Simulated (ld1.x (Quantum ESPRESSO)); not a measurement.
**Ranking PAW potentials for zinc**

All share these settings but for the change named:

* Element: zinc (Zn)
* Generator: ld1.x (Quantum ESPRESSO) 7.5
* Type: PAW
* Functional: PBE
* Relativity: scalar-relativistic
* Frozen core: [Ne] 3s2
* Valence charge: 18
* Reference configuration: 3p6 3d10 4s1.5 4p0 (charge +0.5)
* Partial waves: 4s (bound): rcut 1.90, rcutus 2.30 bohr; 4s channel at -0.35 Ry: rcut 1.90, rcutus 2.30 bohr; 3p (bound): rcut 1.15, rcutus 1.30 bohr; 4p (bound, empty): rcut 1.15, rcutus 1.30 bohr; 3d (bound): rcut 1.05, rcutus 1.15 bohr; 3d channel at -0.3 Ry: rcut 1.05, rcutus 1.15 bohr
* Local potential: all-electron potential smoothed inside 1.50 bohr (lloc = -1)
* Core correction: Bessel-smoothed model core inside 0.55 bohr
* Augmentation charge: BESSEL, radius 0.85 bohr

Cutoff: the first of the cutoffs (Ry, on a coarse ladder) from which the occupation-weighted sum of valence levels, in a spherical-Bessel basis at the reference potential, stays within 10 and 1 mRy of its value at 400 Ry; the density cutoff is not measured.

The base gives 110 Ry.

Of 8 variants that were run, those that failed, showed a ghost or another fault, or gave nearly equal values are left out.

A variant can come out equal or close to the base.

Q: Rank these variants from softest to hardest (loose cutoff).
A. local potential all-electron potential smoothed inside 2.00 bohr (lloc = -1)
B. waves 3d (bound): rcut 0.86, rcutus 0.92 bohr; 3d channel at -0.3 Ry: rcut 0.86, rcutus 0.92 bohr
C. core [Ar], valence charge 12; reference 3d10 4s1.75 4p0.25; waves now 4s (bound): rcut 1.45, rcutus 2.00 bohr; 4s channel at -0.35 Ry: rcut 1.45, rcutus 2.00 bohr; 4p (bound): rcut 2.10, rcutus 2.55 bohr; 4p channel at 1.6 Ry: rcut 2.10, rcutus 2.55 bohr; 3d (bound): rcut 1.25, rcutus 1.45 bohr; 3d channel at -0.3 Ry: rcut 1.25, rcutus 1.45 bohr; local potential all-electron potential smoothed inside 2.00 bohr (lloc = -1); core correction Bessel-smoothed model core inside 1.25 bohr; augmentation BESSEL, radius 1.10 bohr

A: C (50 Ry), A (110 Ry), B (180 Ry).
